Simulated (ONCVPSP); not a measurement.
Before and after: ONCV potential for tantalum (Ta)

```json
{
  "Element": "tantalum (Ta)",
  "Generator": "ONCVPSP 4.0.1",
  "Type": "optimised norm-conserving Vanderbilt (ONCV)",
  "Functional": "PBE",
  "Relativity": "scalar-relativistic",
  "Frozen core": "[Kr] 4d10 4f14 5s2",
  "Valence charge": "11",
  "Reference configuration": "5p6 5d3 6s1.75 6p0.25",
  "Partial waves": "6s: rc 3.00 bohr, ncon 3, nbas 7, qcut 2.5 1/bohr, 2 projectors, debl 1.5 Ha; 5p+6p: rc 2.55 bohr, ncon 3, nbas 7, qcut 5.1 1/bohr, 2 projectors; 5d: rc 2.50 bohr, ncon 4, nbas 8, qcut 6.1 1/bohr, 1 projector",
  "Local potential": "polynomial inside 2.40 bohr (lpopt 5, dvloc0 1 Ha)",
  "Core correction": "Teter function, fcfact 1.5, rcfact 1.25"
}
```

All-electron outer shells of the reference configuration (PBE, scalar-relativistic, ld1.x):

```json
{"shell": "5s", "level (eV)": "-73.40", "outermost node (bohr)": "0.54", "outermost maximum (bohr)": "0.98"}
{"shell": "5p", "level (eV)": "-39.80", "outermost node (bohr)": "0.58", "outermost maximum (bohr)": "1.13"}
{"shell": "4f", "level (eV)": "-25.10", "outermost node (bohr)": "–", "outermost maximum (bohr)": "0.44"}
{"shell": "6s", "level (eV)": "-5.70", "outermost node (bohr)": "1.32", "outermost maximum (bohr)": "2.74"}
{"shell": "5d", "level (eV)": "-3.93", "outermost node (bohr)": "0.65", "outermost maximum (bohr)": "1.58"}
{"shell": "6p", "level (eV)": "-1.59", "outermost node (bohr)": "1.59", "outermost maximum (bohr)": "3.85"}
```

Change: p: rc 3.68.

Cutoffs: the cutoffs (Ha) at which the residual kinetic energy of the hardest occupied pseudo-wave falls to 1 and 0.1 mHa per electron; they do not see the model core or the augmentation charge, which bear on the density cutoff. Errors are all-electron minus pseudo energies relative to the spin-unpolarised reference configuration.

Q: What does the change do?

A: The potential gets neither clearly harder nor softer (12 Ha and 14 Ha → 12 Ha and 14 Ha); the d channel sets the loose cutoff, while the largest relative change is in p, which becomes softer; of the 4 tests that both files solve, the error grows in 3 and shrinks in 0 by more than 15 % and 0.3 meV (median size 11.0 → 17.2 meV); neither file shows a bound ghost. More of the atom is replaced by a form fitted at one configuration, so other configurations suffer.

```csv
quantity,base,changed
"cutoff, loose",12 Ha,12 Ha
"cutoff, tight",14 Ha,14 Ha
loose cutoff by channel,"s 2.5 Ha, p 9.3 Ha, d 12 Ha","s 2.5 Ha, p 7.3 Ha, d 12 Ha"
bound ghosts,none,none
GHOST(+) flags under 300 eV,s at 49.7 eV,s at 49.7 eV
"error for 5p6 5d3 6s2 6p0, meV [ΔE -1.02 eV]",-0.2,-0.2
"error for 5p6 5d3 6s1 6p0, meV [ΔE 7.45 eV]",-3.9,-6.1
"error for 5p6 5d3 6s0 6p0, meV [ΔE 22.42 eV]",-18,-47
"error for 5p6 5d3 6s0 6p2, meV [ΔE 7.58 eV]",-23,-28
s: phases at 3.05 bohr within 0.05 rad from the reference energy up to (Ha; the scan ends near 5),1.6,1.6
d: phases at 2.55 bohr within 0.05 rad from the reference energy up to (Ha; the scan ends near 5),0.9,0.9
"rms error of d²Exc/dni dnj with the model core, mHa",2.35,2.06
```
